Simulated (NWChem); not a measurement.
Molecule: CH4ClFSi; SMILES C[SiH](F)Cl

Program: NWChem. All runs use the structure optimised with PBE0/def2-SVP. Level: PBE/def2-SVP with SMD (1 M gas to 1 M solution), gas-phase geometry. Reactions with the solvent are ignored.

Question: What does the run give for solvent water? Quantities: solvation free energy (kcal/mol); cavity-dispersion-structure term (kcal/mol); dipole in solution (D).

Answer: 
- solvation free energy (kcal/mol) = 0.3
- cavity-dispersion-structure term (kcal/mol) = 3.1
- dipole in solution (D) = 2.60
